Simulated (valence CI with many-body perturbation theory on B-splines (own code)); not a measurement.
How close is CI+MBPT for Ti?

Method: relativistic CI+MBPT: four valence electrons over a frozen Dirac-Fock core [Ar], radial functions for each j: 7 s, 7 p, 8 d, 6 f, 4 g, 1 h, with the one-electron correlation potential Σ1, the two-electron term Σ2, the three-electron term Σ3, Breit, model QED; selected CI, second order for the rest, scaled by the run's own slope (own B-spline code, finite nucleus).

Set against measurement, 74 paired levels are off by 268 cm⁻¹ on average, the worst by 483. These come from a selection out of the NIST Handbook of Basic Atomic Spectroscopic Data. Levels without a partner in it may be off by more, other configurations by 1,000 to 4,000 cm⁻¹. Among the levels kept, up to 820 cm⁻¹ of a level comes from second order outside the variational space, and about a tenth of that is noise between levels of different J, which matters for small intervals. 3 measured levels below the end of the list, from 27355 cm⁻¹ on, found no clear computed partner, and computed levels of the same name lie up to 117 cm⁻¹ from them.

Measured levels: NIST Handbook of Basic Atomic Spectroscopic Data (Sansonetti and Martin, J. Phys. Chem. Ref. Data 34, 1559 (2005)). Pairs share parity and J, and are chosen by configuration, term and nearness in energy; levels without a clear partner are left out. Energies in cm⁻¹ above the measured ground level.

Names give the largest LS component (configuration and term), which can be under half, so a name can repeat, a term be missing and a line seem to break the LS rules; names also repeat where a configuration has a term twice. Letters in brackets count levels of one name in rising energy.

| Computed label | Label in the source | Measured | Computed | Difference |
| --- | --- | --- | --- | --- |
| 3d²4s² ³F_2 | 3d2 4s2 a 3F | 0 | 0.0 | 0 |
| 3d²4s² ³F_3 | 3d2 4s2 a 3F | 170.1 | 172.3 | +2 |
| 3d²4s² ³F_4 | 3d2 4s2 a 3F | 386.9 | 381.2 | -6 |
| 3d³4s ⁵F_1 | 3d3(4F) 4s a 5F | 6556.8 | 6749.7 | +193 |
| 3d³4s ⁵F_2 | 3d3(4F) 4s a 5F | 6598.8 | 6790.6 | +192 |
| 3d³4s ⁵F_3 | 3d3(4F) 4s a 5F | 6661.0 | 6852.3 | +191 |
| 3d³4s ⁵F_4 | 3d3(4F) 4s a 5F | 6742.8 | 6932.2 | +189 |
| 3d³4s ⁵F_5 | 3d3(4F) 4s a 5F | 6843.0 | 7031.1 | +188 |
| 3d²4s² ¹D_2 | 3d2 4s2 a 1D | 7255.4 | 7587.9 | +333 |
| 3d²4s² ³P_0 | 3d2 4s2 a 3P | 8436.6 | 8574.4 | +138 |
| 3d²4s² ³P_1 | 3d2 4s2 a 3P | 8492.4 | 8642.0 | +150 |
| 3d²4s² ³P_2 | 3d2 4s2 a 3P | 8602.3 | 8750.4 | +148 |
| 3d³4s ³F_2 [a] | 3d3(4F) 4s b 3F | 11531.8 | 11717.7 | +186 |
| 3d³4s ³F_3 [a] | 3d3(4F) 4s b 3F | 11639.8 | 11825.7 | +186 |
| 3d³4s ³F_4 [a] | 3d3(4F) 4s b 3F | 11776.8 | 11956.0 | +179 |
| 3d²4s² ¹G_4 | 3d2 4s2 a 1G | 12118.4 | 12118.6 | 0 |
| 3d²4s4p ⁵G°_2 | 3d2(3F) 4s 4p(3P°) z 5G° | 15877.1 | 15419.8 | -457 |
| 3d²4s4p ⁵G°_3 | 3d2(3F) 4s 4p(3P°) z 5G° | 15975.6 | 15518.9 | -457 |
| 3d²4s4p ⁵G°_4 | 3d2(3F) 4s 4p(3P°) z 5G° | 16106.1 | 15641.6 | -465 |
| 3d²4s4p ⁵G°_5 | 3d2(3F) 4s 4p(3P°) z 5G° | 16267.5 | 15795.5 | -472 |
| 3d²4s4p ⁵G°_6 | 3d2(3F) 4s 4p(3P°) z 5G° | 16458.7 | 15976.1 | -483 |
| 3d²4s4p ⁵F°_1 | 3d2(3F) 4s 4p(3P°) z 5F° | 16817.2 | 16388.4 | -429 |
| 3d²4s4p ⁵F°_2 | 3d2(3F) 4s 4p(3P°) z 5F° | 16875.1 | 16447.8 | -427 |
| 3d²4s4p ⁵F°_3 | 3d2(3F) 4s 4p(3P°) z 5F° | 16961.4 | 16533.8 | -428 |
| 3d²4s4p ⁵F°_4 | 3d2(3F) 4s 4p(3P°) z 5F° | 17075.3 | 16643.3 | -432 |
| 3d²4s4p ⁵F°_5 | 3d2(3F) 4s 4p(3P°) z 5F° | 17215.4 | 16780.2 | -435 |
| 3d²4s4p ⁵D°_0 [a] | 3d2(3F) 4s 4p(3P°) z 5D° | 18462.7 | 18084.1 | -379 |
| 3d²4s4p ⁵D°_1 [a] | 3d2(3F) 4s 4p(3P°) z 5D° | 18482.8 | 18109.6 | -373 |
| 3d²4s4p ⁵D°_2 [a] | 3d2(3F) 4s 4p(3P°) z 5D° | 18525.1 | 18153.1 | -372 |
| 3d²4s4p ⁵D°_3 [a] | 3d2(3F) 4s 4p(3P°) z 5D° | 18593.9 | 18222.9 | -371 |
| 3d²4s4p ⁵D°_4 [a] | 3d2(3F) 4s 4p(3P°) z 5D° | 18695.1 | 18323.7 | -371 |
| 3d²4s4p ³F°_2 [a] | 3d2(3F) 4s 4p(3P°) z 3F° | 19323.0 | 18901.1 | -422 |
| 3d²4s4p ³F°_3 [a] | 3d2(3F) 4s 4p(3P°) z 3F° | 19421.6 | 19001.8 | -420 |
| 3d²4s4p ³F°_4 [a] | 3d2(3F) 4s 4p(3P°) z 3F° | 19574.0 | 19150.0 | -424 |
| 3d²4s4p ³D°_1 [a] | 3d2(3F) 4s 4p(3P°) z 3D° | 19937.9 | 19489.4 | -448 |
| 3d²4s4p ³D°_2 [a] | 3d2(3F) 4s 4p(3P°) z 3D° | 20006.0 | 19560.6 | -445 |
| 3d²4s4p ³D°_3 [a] | 3d2(3F) 4s 4p(3P°) z 3D° | 20126.1 | 19683.0 | -443 |
| 3d²4s4p ³G°_3 [a] | 3d2(3F) 4s 4p(3P°) z 3G° | 21469.5 | 21101.7 | -368 |
| 3d²4s4p ³G°_4 [a] | 3d2(3F) 4s 4p(3P°) z 3G° | 21588.5 | 21214.6 | -374 |
| 3d²4s4p ³G°_5 [a] | 3d2(3F) 4s 4p(3P°) z 3G° | 21739.7 | 21361.2 | -378 |
| 3d²4s4p ¹D°_2 [a] | 3d2(3F) 4s 4p(3P°) z 1D° | 22081.2 | 21657.0 | -424 |
| 3d²4s4p ¹F°_3 | 3d2(3F) 4s 4p(3P°) z 1F° | 22404.7 | 22100.8 | -304 |
| 3d²4s4p ¹G°_4 | 3d2(3F) 4s 4p(3P°) z 1G° | 24694.9 | 24399.4 | -296 |
| 3d²4s4p ³S°_1 | 3d2(3P) 4s 4p(3P°) z 3S° | 24921.1 | 24622.4 | -299 |
| 3d²4s4p ⁵S°_2 | 3d2(3P) 4s 4p(3P°) z 5S° | 25102.9 | 24902.8 | -200 |
| 3d²4s4p ³F°_2 [b] | 3d2(3F) 4s 4p(1P°) y 3F° | 25107.4 | 24798.8 | -309 |
| 3d²4s4p ³F°_3 [b] | 3d2(3F) 4s 4p(1P°) y 3F° | 25227.2 | 24920.6 | -307 |
| 3d³4p ³D°_1 [a] | 3d3(4F) 4p y 3D° | 25317.8 | 25022.1 | -296 |
| 3d²4s4p ³F°_4 [b] | 3d2(3F) 4s 4p(1P°) y 3F° | 25388.3 | 25080.8 | -308 |
| 3d³4p ³D°_2 [a] | 3d3(4F) 4p y 3D° | 25438.9 | 25148.1 | -291 |
| 3d²4s4p ³P°_2 | 3d2(1D) 4s 4p(3P°) z 3P° | 25493.7 | 25235.6 | -258 |
| 3d²4s4p ³P°_1 | 3d2(1D) 4s 4p(3P°) z 3P° | 25537.3 | 25267.4 | -270 |
| 3d²4s4p ³P°_0 | 3d2(1D) 4s 4p(3P°) z 3P° | 25574.9 | 25298.8 | -276 |
| 3d²4s4p ⁵D°_0 [b] | 3d2(3P) 4s 4p(3P°) y 5D° | 25612.4 | 25426.4 | -186 |
| 3d²4s4p ⁵D°_1 [b] | 3d2(3P) 4s 4p(3P°) y 5D° | 25635.7 | 25468.3 | -167 |
| 3d³4p ³D°_3 [a] | 3d3(4F) 4p y 3D° | 25643.7 | 25345.4 | -298 |
| 3d²4s4p ⁵D°_2 [b] | 3d2(3P) 4s 4p(3P°) y 5D° | 25700.0 | 25534.9 | -165 |
| 3d²4s4p ⁵D°_3 [b] | 3d2(3P) 4s 4p(3P°) y 5D° | 25797.6 | 25631.1 | -167 |
| 3d²4s4p ⁵D°_4 [b] | 3d2(3P) 4s 4p(3P°) y 5D° | 25926.8 | 25751.9 | -175 |
| 3d³4p ⁵G°_2 | 3d3(4F) 4p y 5G° | 26494.3 | 26261.8 | -232 |

The table shows the lowest 60 pairs. Over 74 excited levels the mean absolute difference is 268 cm⁻¹, the median 276 and the largest 483. The comparison draws on a selection of the measured levels: 75 of the 131 computed ones have a partner in it, and others may be off by more.

These 3 measured levels below the end of the computed list are not counted above. Beside each stands the unpaired computed level of its name, or else the nearest of its J and parity; the gap is either an error of the method or a doubtful assignment.

```
     Label in the source  J  Measured     Unpaired level  Computed
3d2(1D) 4s 4p(3P°) x 3D°  1     27355  3d²4s4p ³D°_1 [b]     27472
3d2(1D) 4s 4p(3P°) x 3D°  2     27418  3d²4s4p ³D°_2 [b]     27530
3d2(1D) 4s 4p(3P°) x 3D°  3     27480  3d²4s4p ³D°_3 [b]     27568
```
